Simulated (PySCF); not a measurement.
## Zr⁺ (zirconium, charge +1) across methods

[Kr] 4d2 5s1, high-spin 4F determinant. Computed with PySCF 2.14 in aug-cc-pwCVTZ-PP with ECP28MDF, with scalar relativity through the core potential.

```tsv
method	E (hartree)	mean ε 4p β (eV)	mean ε 4d α (eV)	mean ε 5s α (eV)	Σ⟨r²⟩ (bohr²)	⟨S²⟩
M06-L	-46.5087	-38.765	-10.796	-10.220	39.86	3.752
HSE06	-46.5095	-39.981	-11.755	-10.738	40.24	3.752
PBE	-46.5188	-38.304	-10.898	-10.480	40.32	3.751
PBE0	-46.5092	-40.391	-12.165	-11.069	40.23	3.752
UHF	-46.11597	-45.570	-15.488	-12.422	40.87	3.756
LDA	-46.3730	-38.287	-10.806	-10.720	40.36	3.750
r2SCAN	-46.5405	-39.064	-11.206	-10.609	40.18	3.752
```

(1) Estimate the same row for TPSSh.

Energies and moments cover only the electrons outside the core potential.

Answers

(1) E (hartree) = -46.5070; mean ε 4p β (eV) = -39.296; mean ε 4d α (eV) = -11.493; mean ε 5s α (eV) = -10.590; Σ⟨r²⟩ (bohr²) = 40.26; ⟨S²⟩ = 3.752.
